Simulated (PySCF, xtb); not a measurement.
germylsilane anion (GeH6Si), SMILES [SiH3][GeH3] (connectivity only; charge and spin as stated), charge -1, multiplicity 2.

Harmonic wavenumbers (cm⁻¹) from GFN2-xTB in xtb at its own minimum, in rising order: 127, 247, 257, 260, 374, 413, 750, 755, 824, 859, 895, 906, 1047, 1268, 1383, 1920, 2015, 2041.

Task: What does PBE-D3(BJ)/def2-SVPD in PySCF 2.14.0 give at its own minimum? (The exact figures need the calculation; the answer reports its results.)

Result: 138, 176, 207, 246, 426, 469, 756, 814, 825, 843, 894, 903, 1572, 1724, 1878, 1892, 2001, 2014. Paired by order, the mean absolute difference is 105 cm⁻¹ and the zero-point energies are 23.4 and 25.4 kcal/mol.
